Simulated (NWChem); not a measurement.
System: GaHOBrCl; SMILES [OH][Ga]([Cl])[Br]

Input file for NWChem:

```
start job
memory heap 200 mb stack 900 mb global 1100 mb
geometry units angstroms noautoz
  Ga     0.385354    -0.419203     0.000000
  Cl    -0.930625    -2.129662     0.000000
  Br    -0.453747     1.704227     0.000000
  O      2.156581    -0.655111     0.000000
  H      2.373556    -1.602483     0.000000
end
basis spherical
  * library def2-svp
end
dft
  xc xpbe96 cpbe96
  iterations 150
  vectors input atomic output neutral.movecs
end
task dft energy
charge 1
dft
  odft
  mult 2
  vectors input atomic output cation.movecs
end
task dft energy
```

Output (shortened):

```
             Northwest Computational Chemistry Package (NWChem) 7.3.0
             --------------------------------------------------------

 CS  symmetry detected

                             Geometry "geometry" -> ""
                             -------------------------

 Output coordinates in angstroms (scale by  1.889725989 to convert to a.u.)

  No.       Tag          Charge          X              Y              Z
 ---- ---------------- ---------- -------------- -------------- --------------
    1 Ga                  31.0000     0.33591876    -0.49685363     0.00000000
    2 Cl                  17.0000    -1.15419283    -2.05795521     0.00000000
    3 Br                  35.0000    -0.27303582     1.70365081     0.00000000
    4 O                    8.0000     2.07209625    -0.91944729     0.00000000
    5 H                    1.0000     2.18728029    -1.88449884     0.00000000

 Effective nuclear repulsion energy (a.u.)     617.1717948856

      Symmetry information
      --------------------

 Group name             Cs
 Group number              2
 Group order               2
 No. of unique centers     5

  pbe96 is a nonlocal functional; adding pw91lda local functional.

                                 NWChem DFT Module
                                 -----------------

 Summary of "ao basis" -> "ao basis" (spherical)
 ------------------------------------------------------------------------------
       Tag                 Description            Shells   Functions and Types
 ---------------- ------------------------------  ------  ---------------------
 Ga                         def2-svp                12       32   5s4p3d
 Cl                         def2-svp                 8       18   4s3p1d
 Br                         def2-svp                12       32   5s4p3d
 O                          def2-svp                 6       14   3s2p1d
 H                          def2-svp                 3        5   2s1p

      Symmetry analysis of basis
      --------------------------

        a'         71
        a"         30

            General Information
            -------------------
          SCF calculation type: DFT
          Wavefunction type:  closed shell.
          No. of atoms     :     5
          No. of electrons :    92
           Alpha electrons :    46
            Beta electrons :    46
          Charge           :     0
          Spin multiplicity:     1
          Use of symmetry is: on ; symmetry adaption is: on
          Maximum number of iterations: 150
          AO basis - number of functions:   101
                     number of shells:    41
          Convergence on energy requested:  1.00D-06
          Convergence on density requested:  1.00D-05
          Convergence on gradient requested:  5.00D-04

              XC Information
              --------------
          PerdewBurkeErnzerhof Exchange Functional  1.000
            Perdew 1991 LDA Correlation Functional  1.000 local
           PerdewBurkeErnz. Correlation Functional  1.000 non-local

             Grid Information
             ----------------
          Grid used for XC integration:  medium
          Radial quadrature: Mura-Knowles
          Angular quadrature: Lebedev.
          Tag              B.-S. Rad. Rad. Pts. Rad. Cut. Ang. Pts.
          ---              ---------- --------- --------- ---------
          Ga                  1.30      112           8.0       590
          Cl                  1.00       88          10.0       590
          Br                  1.15      112          11.0       590
          O                   0.60       49          10.0       434
          H                   0.35       45          11.0       434
          Grid pruning is: on
          Number of quadrature shells:   406
          Spatial weights used:  Erf1

      Superposition of Atomic Density Guess
      -------------------------------------

 Sum of atomic energies:       -5029.57562166

      Non-variational initial energy
      ------------------------------

 Total energy =   -5030.181505
 1-e energy   =   -8237.322877
 2-e energy   =    2589.969577
 HOMO         =      -0.405980
 LUMO         =      -0.048350

      Symmetry analysis of molecular orbitals - initial
      -------------------------------------------------

  Numbering of irreducible representations:

     1 a'          2 a"

  Orbital symmetries:

     1 a'          2 a'          3 a'          4 a'          5 a'
     6 a'          7 a"          8 a'          9 a'         10 a'
    11 a"         12 a'         13 a'         14 a'         15 a'
    16 a'         17 a"         18 a'         19 a'         20 a"
    21 a'         22 a'         23 a'         24 a"         25 a'
    26 a'         27 a"         28 a'         29 a"         30 a'
    31 a'         32 a'         33 a"         34 a"         35 a'
    36 a'         37 a'         38 a'         39 a'         40 a'
    41 a"         42 a'         43 a"         44 a'         45 a"
    46 a'         47 a'         48 a"         49 a'         50 a'
    51 a'         52 a'         53 a'         54 a"         55 a'
    56 a"

   convergence    iter        energy       DeltaE   RMS-Dens  Diis-err
 ---------------- ----- ----------------- --------- --------- ---------
 d= 0,ls=0.0,diis     1  -5033.3486236327 -5.65D+03  2.51D-02  1.04D+00
 d= 0,ls=0.0,diis     2  -5032.6828162614  6.66D-01  1.87D-02  6.76D+00
 d= 0,ls=0.0,diis     3  -5033.4319881473 -7.49D-01  6.11D-03  3.15D-01
 d= 0,ls=0.0,diis     4  -5033.4591375475 -2.71D-02  2.93D-03  7.22D-02
 d= 0,ls=0.0,diis     5  -5033.4686946036 -9.56D-03  6.54D-04  1.26D-02
  Resetting Diis
 d= 0,ls=0.0,diis     6  -5033.4696334727 -9.39D-04  1.08D-04  4.65D-04
 d= 0,ls=0.0,diis     7  -5033.4696718029 -3.83D-05  1.10D-04  1.84D-05
 d= 0,ls=0.0,diis     8  -5033.4696588603  1.29D-05  7.12D-05  1.36D-04
 d= 0,ls=0.0,diis     9  -5033.4696741387 -1.53D-05  1.08D-05  9.74D-07
 d= 0,ls=0.0,diis    10  -5033.4696742438 -1.05D-07  3.15D-06  1.36D-07

         Total DFT energy =    -5033.469674243768
      One electron energy =    -8235.841959333642
           Coulomb energy =     2787.882936674540
    Exchange-Corr. energy =     -202.682446470291
 Nuclear repulsion energy =      617.171794885625

 Numeric. integr. density =       92.000000863501

                  Occupations of the irreducible representations
                  ----------------------------------------------

                     irrep           alpha         beta
                     --------     --------     --------
                     a'               34.0         34.0
                     a"               12.0         12.0

                       DFT Final Molecular Orbital Analysis
                       ------------------------------------

 Vector   44  Occ=2.000000D+00  E=-2.824181D-01  Symmetry=a"
              MO Center=  2.6D-01, -1.0D+00,  2.1D-14, r^2= 4.7D+00
   Bfn.  Coefficient  Atom+Function         Bfn.  Coefficient  Atom+Function
  ----- ------------  ---------------      ----- ------------  ---------------
    45      0.442717  2 Cl pz                88     -0.393304  4 O  pz
    42      0.323897  2 Cl pz                91     -0.288327  4 O  pz
    67     -0.223428  3 Br pz                64     -0.205910  3 Br pz
    39      0.189281  2 Cl pz                61      0.136673  3 Br pz
    21     -0.067843  1 Ga d  1              14     -0.061438  1 Ga pz

 Vector   45  Occ=2.000000D+00  E=-2.733106D-01  Symmetry=a"
              MO Center=  4.4D-01,  8.6D-01, -6.6D-15, r^2= 3.8D+00
   Bfn.  Coefficient  Atom+Function         Bfn.  Coefficient  Atom+Function
  ----- ------------  ---------------      ----- ------------  ---------------
    67      0.501149  3 Br pz                64      0.448062  3 Br pz
    88     -0.352631  4 O  pz                61     -0.297903  3 Br pz
    91     -0.259507  4 O  pz                58      0.096897  3 Br pz
    21     -0.052889  1 Ga d  1              19     -0.052476  1 Ga d -1
    29      0.040904  1 Ga d -1              31      0.036208  1 Ga d  1

 Vector   46  Occ=2.000000D+00  E=-2.699684D-01  Symmetry=a'
              MO Center= -3.2D-01,  1.3D+00, -3.3D-16, r^2= 2.8D+00
   Bfn.  Coefficient  Atom+Function         Bfn.  Coefficient  Atom+Function
  ----- ------------  ---------------      ----- ------------  ---------------
    65      0.529748  3 Br px                62      0.487674  3 Br px
    59     -0.322359  3 Br px                44      0.194410  2 Cl py
    66      0.182230  3 Br py                63      0.165450  3 Br py
    41      0.146255  2 Cl py                60     -0.109562  3 Br py
    56      0.104819  3 Br px                38      0.084808  2 Cl py

 Vector   47  Occ=0.000000D+00  E=-9.690975D-02  Symmetry=a'
              MO Center=  1.6D-01, -3.4D-01,  2.3D-14, r^2= 4.3D+00
   Bfn.  Coefficient  Atom+Function         Bfn.  Coefficient  Atom+Function
  ----- ------------  ---------------      ----- ------------  ---------------
     4      0.750045  1 Ga s                  5      0.573267  1 Ga s
    66      0.426348  3 Br py                 3     -0.362115  1 Ga s
    44     -0.298567  2 Cl py                85     -0.279595  4 O  s
    43     -0.264986  2 Cl px                63      0.264832  3 Br py
    86      0.238188  4 O  px                54     -0.218278  3 Br s

 Vector   48  Occ=0.000000D+00  E=-6.241906D-02  Symmetry=a"
              MO Center=  2.7D-01, -4.5D-01, -1.3D-13, r^2= 3.8D+00
   Bfn.  Coefficient  Atom+Function         Bfn.  Coefficient  Atom+Function
  ----- ------------  ---------------      ----- ------------  ---------------
    17      0.624955  1 Ga pz                14      0.533428  1 Ga pz
    45     -0.255805  2 Cl pz                67     -0.254423  3 Br pz
    11     -0.236718  1 Ga pz                88     -0.226596  4 O  pz
    91     -0.200517  4 O  pz                64     -0.168281  3 Br pz
    42     -0.150794  2 Cl pz                61      0.107680  3 Br pz

 Vector   49  Occ=0.000000D+00  E= 1.427103D-02  Symmetry=a'
              MO Center=  1.2D+00, -1.4D+00, -2.1D-14, r^2= 4.9D+00
   Bfn.  Coefficient  Atom+Function         Bfn.  Coefficient  Atom+Function
  ----- ------------  ---------------      ----- ------------  ---------------
    85      0.636265  4 O  s                 98     -0.637902  5 H  s
     4      0.587211  1 Ga s                 15     -0.501344  1 Ga px
    16      0.394957  1 Ga py                 5     -0.390129  1 Ga s
    66      0.269292  3 Br py                12     -0.247006  1 Ga px
    90     -0.243148  4 O  py                87     -0.215156  4 O  py

     Multipole analysis of the density
     ---------------------------------

     L   x y z        total         alpha         beta         nuclear
     -   - - -        -----         -----         ----         -------
     0   0 0 0     -0.000000    -46.000000    -46.000000     92.000000

     1   1 0 0      0.219505      0.109752      0.109752     -0.000000
     1   0 1 0     -0.458905     -0.229453     -0.229453     -0.000000
     1   0 0 1     -0.000000     -0.000000     -0.000000      0.000000

     2   2 0 0    -40.819072   -141.623744   -141.623744    242.428415
     2   1 1 0     -3.313694     -0.874467     -0.874467     -1.564760
     2   1 0 1     -0.000000     -0.000000     -0.000000      0.000000
     2   0 2 0    -37.080600   -360.559231   -360.559231    684.037862
     2   0 1 1      0.000000      0.000000      0.000000      0.000000
     2   0 0 2    -37.522673    -18.761336    -18.761336      0.000000

                                 NWChem DFT Module
                                 -----------------

      Symmetry analysis of basis
      --------------------------

        a'         71
        a"         30

            General Information
            -------------------
          SCF calculation type: DFT
          Wavefunction type:  spin polarized.
          No. of atoms     :     5
          No. of electrons :    91
           Alpha electrons :    46
            Beta electrons :    45
          Charge           :     1
          Spin multiplicity:     2
          Use of symmetry is: on ; symmetry adaption is: on
          Maximum number of iterations: 150
          AO basis - number of functions:   101
                     number of shells:    41
          Convergence on energy requested:  1.00D-06
          Convergence on density requested:  1.00D-05
          Convergence on gradient requested:  5.00D-04

              XC Information
              --------------
          PerdewBurkeErnzerhof Exchange Functional  1.000
            Perdew 1991 LDA Correlation Functional  1.000 local
           PerdewBurkeErnz. Correlation Functional  1.000 non-local

             Grid Information
             ----------------
          Grid used for XC integration:  medium
          Radial quadrature: Mura-Knowles
          Angular quadrature: Lebedev.
          Tag              B.-S. Rad. Rad. Pts. Rad. Cut. Ang. Pts.
          ---              ---------- --------- --------- ---------
          Ga                  1.30      112           8.0       590
          Cl                  1.00       88          10.0       590
          Br                  1.15      112          11.0       590
          O                   0.60       49          10.0       434
          H                   0.35       45          11.0       434
          Grid pruning is: on
          Number of quadrature shells:   406
          Spatial weights used:  Erf1

      Superposition of Atomic Density Guess
      -------------------------------------

 Sum of atomic energies:       -5029.57562166

 Renormalizing density from      92.00 to     91

      Non-variational initial energy
      ------------------------------

 Total energy =   -4996.643075
 1-e energy   =   -8147.786759
 2-e energy   =    2533.971889
 HOMO         =      -0.696917
 LUMO         =      -0.348036

   Symmetry analysis of molecular orbitals - initial alpha
   -------------------------------------------------------

  Numbering of irreducible representations:

     1 a'          2 a"

  Orbital symmetries:

     1 a'          2 a'          3 a'          4 a'          5 a'
     6 a'          7 a"          8 a'          9 a'         10 a'
    11 a"         12 a'         13 a'         14 a'         15 a'
    16 a'         17 a"         18 a'         19 a'         20 a"
    21 a'         22 a'         23 a'         24 a"         25 a'
    26 a'         27 a"         28 a'         29 a"         30 a'
    31 a'         32 a'         33 a"         34 a"         35 a'
    36 a'         37 a'         38 a'         39 a'         40 a'
    41 a'         42 a"         43 a"         44 a'         45 a"
    46 a'         47 a'         48 a"         49 a'         50 a'
    51 a'         52 a'         53 a'         54 a"         55 a'
    56 a"

   Symmetry analysis of molecular orbitals - initial beta
   ------------------------------------------------------

  Numbering of irreducible representations:

     1 a'          2 a"

  Orbital symmetries:

     1 a'          2 a'          3 a'          4 a'          5 a'
     6 a'          7 a"          8 a'          9 a'         10 a'
    11 a"         12 a'         13 a'         14 a'         15 a'
    16 a'         17 a"         18 a'         19 a'         20 a"
    21 a'         22 a'         23 a'         24 a"         25 a'
    26 a'         27 a"         28 a'         29 a"         30 a'
    31 a'         32 a'         33 a"         34 a"         35 a'
    36 a'         37 a'         38 a'         39 a'         40 a'
    41 a'         42 a"         43 a"         44 a'         45 a"
    46 a'         47 a'         48 a"         49 a'         50 a'
    51 a'         52 a'         53 a'         54 a"         55 a'
    56 a"

[...]
```

Level: PBE/def2-SVP, vertical spin-unrestricted ions. Structure relaxed at the B3LYP/6-31G* (spherical d) level.
